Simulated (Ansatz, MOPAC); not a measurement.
Species: aminomethylgermylmethanamine, C2H10GeN2 (charge 0, singlet). SMILES: N[CH2][GeH2][CH2]N
Geometry from a B3LYP-D3(BJ)/def2-TZVP (Ansatz, a first-principles code) optimisation:
```xyz
15

N      1.8127     1.3874     0.2156
C      1.5113     0.2044    -0.5961
Ge     0.0101    -0.8074     0.2080
C     -1.5192     0.4315     0.4323
N     -1.8433     1.0677    -0.8481
H      2.5949     1.9076    -0.1649
H      1.0248     2.0220     0.2567
H      1.2741     0.4150    -1.6479
H      2.3830    -0.4521    -0.5946
H      0.4300    -1.3632     1.5838
H     -0.3884    -1.9684    -0.7254
H     -2.3753    -0.1642     0.7534
H     -1.2934     1.1296     1.2500
H     -1.0703     1.6217    -1.1955
H     -2.6397     1.6885    -0.7616
```

Property: vertical ionisation energy to the doublet, in eV. Conventions: each state is the SCF solution reached for its charge and spin; open shells spin-unrestricted; no spin-orbit coupling; six Cartesian d functions in 6-31G* and its kin unless marked 5d; no dispersion term unless named; LANL2DZ with its own core potentials from Na on; non-relativistic; valence correlation only (noble-gas shells and the d and f shells of earlier blocks). First-principles rows: single points at B3LYP-D3(BJ) geometries (Ansatz). Semi-empirical rows: differences of heats of formation at the shared geometry for vertical values.

```json
[
 {"level": "AM1", "program": "MOPAC", "vertical ionisation energy to the doublet (eV)": "9.06"},
 {"level": "HF/6-31G*", "program": "Ansatz", "vertical ionisation energy to the doublet (eV)": "8.08"},
 {"level": "HF/6-31G* with LANL2DZ past Ar", "program": "Ansatz", "vertical ionisation energy to the doublet (eV)": "8.11"},
 {"level": "PBE/6-31G*", "program": "Ansatz", "vertical ionisation energy to the doublet (eV)": "7.84"},
 {"level": "PBE/6-31G* with LANL2DZ past Ar", "program": "Ansatz", "vertical ionisation energy to the doublet (eV)": "7.85"},
 {"level": "B3LYP/STO-3G", "program": "Ansatz", "vertical ionisation energy to the doublet (eV)": "6.16"},
 {"level": "B3LYP/6-31G*", "program": "Ansatz", "vertical ionisation energy to the doublet (eV)": "8.34"},
 {"level": "B3LYP/6-31G* with LANL2DZ past Ar", "program": "Ansatz", "vertical ionisation energy to the doublet (eV)": "8.36"},
 {"level": "MP2/6-31G*", "program": "Ansatz", "vertical ionisation energy to the doublet (eV)": "9.03"},
 {"level": "MP2/6-31G* with LANL2DZ past Ar", "program": "Ansatz", "vertical ionisation energy to the doublet (eV)": "9.04"},
 {"level": "PBE/def2-TZVPD", "program": "Ansatz", "vertical ionisation energy to the doublet (eV)": "8.19"}
]
```

No value to compare with is used here. The 10 habitual levels span 6.16 (B3LYP/STO-3G) to 9.06 eV (AM1); PBE/def2-TZVPD gives 8.19.

The levels are drawn from those run, B3LYP/6-31G* more often than the rest, none by its result; left out are runs that failed, that the program found above a lower state of the same kind, or whose <S^2> lies over 0.5 above the pure value.
